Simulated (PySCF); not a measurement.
## SMILES OC[C@]1(Cl)C=C1F, C$_{4}$H$_{4}$ClFO

Geometry:
```
atom   x (Å)   y (Å)   z (Å)
  O1  -1.629  -1.185  -0.657
  C2  -1.002   0.056  -0.589
  C3   0.167   0.117   0.390
 Cl4  -0.173  -0.868   1.863
  C5   0.972   1.372   0.605
  C6   1.576   0.359   0.045
  F7   2.663  -0.157  -0.468
  H8  -1.789  -1.498   0.245
  H9  -1.725   0.835  -0.294
 H10  -0.639   0.281  -1.595
 H11   0.984   2.357   1.000
```

The calculation used TDDFT LC-wPBE/def2-SVPD circular dichroism and optical rotation, one conformer, gas phase (PySCF 2.14.0). Geometry: GFN2-xTB, dihedral held. The dihedral O1–C2–C3–C5 is held at 180°.

(1) Draw the ECD and absorption spectra from the lowest 8 states, each a Gaussian of half-width 0.2 eV at 1/e height.

Answers

(1) 
```csv
E (eV),λ (nm),Δε (L mol⁻¹ cm⁻¹),ε (L mol⁻¹ cm⁻¹)
6.45,192,+0.03,2.5
6.55,189,+0.31,23.8
6.65,186,+1.79,138
6.75,184,+6.06,496
6.85,181,+11.43,1170
6.95,178,+7.64,2130
7.05,176,-15.48,3550
7.15,173,-47.28,5220
7.25,171,-60.04,5670
7.35,169,-46.10,4320
7.45,166,-25.40,2610
7.55,164,-12.56,1810
7.65,162,-8.10,2280
7.75,160,-11.13,3740
7.85,158,-19.03,5120
7.95,156,-19.87,5350
8.05,154,-5.78,4490
8.15,152,+14.24,3840
```
Δε uses R in velocity form, ε uses f in length form. Only the states computed contribute, so the short-wavelength end is incomplete.
